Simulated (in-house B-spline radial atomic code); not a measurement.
Configurations of Te3+, with energies counted from [Kr] 4d10 5s2 5p1. Computed with a B-spline radial code for spherical atoms: scalar-relativistic (X2C) Hartree-Fock, spin-polarised, averaged over the determinants with the given up and down occupations, Fermi nucleus of rms radius 4.7423 fm. Shells without spins written out take the highest spin.

Occupations are held fixed; configurations that lie above the ionisation limit could autoionise.

```
                     configuration  E - E(ref) (eV)  highest orbital  its <r> (bohr)
             [Kr] 4d10 5s1 5p1 6s1            23.92            6s up           4.052
             [Kr] 4d10 4f1 5s1 5p1            28.89            4f up           3.143
              [Kr] 4d9 5s2 5p1 5d1           57.844            5d up           2.973
              [Kr] 4d9 4f1 5s2 5p1           64.009            4f up           2.651
[Ar] 3d10 4s2 4p5 4d10 5s2 5p1 5f1           153.59            5f up           5.655
```

(1) Order these further configurations by energy, lowest first.
A. [Ar] 3d10 4s2 4p5 4d10 5s2 5p1 6f1
B. [Kr] 4d9 5s2 5p1 6d1
C. [Ar] 3d10 4s2 4p5 4d10 5s2 5p1 6s1
D. [Kr] 4d10 5s2 6s1
E. [Kr] 4d10 5s1 5p1 6f1

(2) How far above the reference does [Kr] 4d10 5s(0 up, 1 down) 5p(1 up, 0 down) 6p(0 up, 1 down) lie?

Results:

(1) D (15.566 eV), E (37.774 eV), B (68.339 eV), C (143.23 eV), A (157.1 eV).

(2) 30.442 eV; its least bound orbital is 6p down with <r> = 4.692 bohr.
